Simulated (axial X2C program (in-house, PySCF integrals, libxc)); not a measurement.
## Nuclear properties of CoTe⁺

Computed with an axial X2C code built on PySCF integrals: two-component X2C with atomic mean-field Coulomb and Gaunt terms, Gaussian nuclei, basis Te dyall-cv3z, Co dyall-cv3z with contracted cores.

R = 2.392 Å (near the PBE0 minimum at charge 1 of the determinant lowest at the starting distance; the state shown can have its own minimum elsewhere).

Determinant lowest in the PBE0 search, Ω = 4 (⟨Sz⟩ = 1.98, ⟨Lz⟩ = 2.02 at PBE0), spin on the atoms Te 0.82, Co 1.17:

| level | Eeff magnitude (GV/cm) | Ws magnitude Te (kHz) | A∥/gI Te (MHz) | qzz Te (a.u.) | A∥/gI Co (MHz) | qzz Co (a.u.) |
| --- | --- | --- | --- | --- | --- | --- |
| PBE0 | 1.8 | 0.222 | -206 | -4.81 | 318 | 0.04 |
| HF | 2.57 | 0.384 | -189 | -8.96 | 228 | -0.60 |
| LDA | 2.8 | 0.334 | -150 | -0.55 | 434 | 0.00 |
| PBE50 | 2.14 | 0.291 | -215 | -6.95 | 280 | -0.24 |
| BP86 | 2.21 | 0.259 | -174 | -1.48 | 410 | 0.11 |

Eeff is the effective electric field on the electron electric dipole moment in this Ω state and Ws the scalar–pseudoscalar constant of the nucleus named (defined with the proton number Z and per Ω); A∥ (defined per Ω) follows by multiplying with gI = μI/(I μN); qzz is the electric field gradient, eQq0 = 234.96 MHz × Q/barn × qzz. The operators were transformed with the bare-nucleus X2C matrices; with these basis sets, hyperfine constants and field gradients can be off by tens of per cent, and where levels differ in sign neither size nor sign is settled.

Problem. With gI(125Te) = -1.7770, gI(59Co) = 1.3220 (g factors from the IAEA table of nuclear moments by Stone), turn the PBE0 values of the first state into constants in MHz.

Solution. A∥(125Te) = -206 × -1.7770 = 366 MHz; A∥(59Co) = 318 × 1.3220 = 420 MHz.

Each state is one determinant with collinear spin, which with several unpaired electrons need not be a pure state. Unrestricted Hartree–Fock can overshoot spin polarisation at the nuclei. With several open shells hyperfine constants can be off by a factor of several. Open-shell Ω = 0 determinants with evenly filled partner blocks cannot be reached by this program, so the Ω shown need not be the lowest component. At HF a later determinant lies lower. States lie within half an eV, so the first need not be the ground state. Further determinants of the search, some of them spin-mixed, are not shown. Where a field gradient or hyperfine factor spreads by more than a factor of two over the levels, a constant derived from it is not to be relied on.
